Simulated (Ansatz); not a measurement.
Al9As9H24, a nanocrystal cut from wurtzite AlAs (hydrogen-capped). Charge 0, multiplicity 1. Geometry PBE-D4/def2-SVP; atoms count from 1.

```xyz
42

Al   -4.1424   -1.0082   -2.6656
As   -3.4013   -2.9658   -1.1827
As   -2.2729    0.5142   -1.9567
Al   -2.4253    1.2067    0.4198
Al   -1.3878   -2.9170    0.3101
As   -1.6953   -0.8563    1.6690
As   -0.6219    2.8352    0.9151
Al   -0.7484    3.7677    3.2452
Al    0.2647   -0.5978    3.1787
As   -0.1844    1.5463    4.3978
Al   -0.0463   -0.2578   -2.7287
As    0.4595   -2.1851   -1.1863
As    1.6646    1.4278   -2.1104
Al    1.6721    2.1575    0.2597
Al    2.5467   -2.0053    0.1549
As    2.0200    0.0048    1.5224
Al    3.9579    0.8744   -2.9762
As    4.2557   -1.1962   -1.4913
H    -5.5405   -0.5140   -2.0614
H    -3.9296   -1.5067   -4.1724
H    -4.5532   -3.4342   -0.2996
H    -3.2697   -4.2419   -2.0075
H    -2.4869    1.8180   -2.7245
H    -3.8826    1.6640    0.8871
H    -1.1341   -4.2652    1.1282
H    -2.8476   -1.1996    2.6101
H    -0.9297    4.0064   -0.0171
H    -2.2645    4.0887    3.6483
H     0.4941    4.7338    3.5404
H     0.5906   -1.8439    4.1235
H    -1.2364    1.2069    5.4486
H     0.9864    1.7241    5.3588
H     0.0035   -0.7273   -4.2546
H     0.7032   -3.3886   -2.0938
H     1.2260    2.6793   -2.8698
H     2.8089    3.2178    0.6264
H     2.9732   -3.3128    0.9674
H     3.2728    0.2186    2.3686
H     3.8829    0.3229   -4.4776
H     5.0353    1.9364   -2.4512
H     4.6159   -2.4136   -2.3365
H     5.5667   -1.1145   -0.7163
```

Single mean-field runs in def2-TZVP are fitted with def2-universal-jkfit.

Question: Estimate the Mulliken populations of the heavy atoms from the PBE0/def2-TZVP orbitals of Ansatz.

Answer: 
```tsv
atom	charge (e)
Al1	0.24
As2	-0.22
As3	-0.31
Al4	0.30
Al5	0.32
As6	-0.34
As7	-0.31
Al8	0.24
Al9	0.32
As10	-0.22
Al11	0.30
As12	-0.34
As13	-0.31
Al14	0.30
Al15	0.32
As16	-0.34
Al17	0.24
As18	-0.22
```
Mulliken values depend strongly on the basis.

Question: And the Mayer bond orders between heavy atoms (over 0.3)?

Answer: Al1–As2 0.64 (2.57 Å); Al1–As3 0.75 (2.51 Å); As2–Al5 0.75 (2.51 Å); As3–Al4 0.80 (2.48 Å); As3–Al11 0.80 (2.48 Å); Al4–As6 0.73 (2.52 Å); Al4–As7 0.80 (2.48 Å); Al5–As6 0.78 (2.49 Å); Al5–As12 0.78 (2.49 Å); As6–Al9 0.78 (2.49 Å); As7–Al8 0.75 (2.51 Å); As7–Al14 0.80 (2.48 Å); Al8–As10 0.64 (2.57 Å); Al9–As10 0.75 (2.51 Å); Al9–As16 0.78 (2.49 Å); Al11–As12 0.73 (2.52 Å); Al11–As13 0.80 (2.48 Å); As12–Al15 0.78 (2.49 Å); As13–Al14 0.80 (2.48 Å); As13–Al17 0.75 (2.51 Å); Al14–As16 0.73 (2.52 Å); Al15–As16 0.78 (2.49 Å); Al15–As18 0.75 (2.51 Å); Al17–As18 0.64 (2.57 Å).
